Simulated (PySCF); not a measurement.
B3LYP has the VWN-RPA correlation part, as in Gaussian. 

Cartesian coordinates (Å):
SMILES: B
```xyz
4

B      0.0000     0.0000     0.0004
H     -0.8355    -0.8519     0.0003
H     -0.3200     1.1495    -0.0001
H      1.1555    -0.2976    -0.0006
```
Charge 0, multiplicity 1.

Problem. Predict the LUMO, HOMO–LUMO gap and HOMO from B3LYP-D3(BJ)/def2-TZVP // PBE0-D4/def2-TZVP (PySCF).

Solution. 
| Property | Value |
|---|---|
| LUMO | -2.22 eV |
| HOMO–LUMO gap | 7.51 eV |
| HOMO | -9.73 eV |
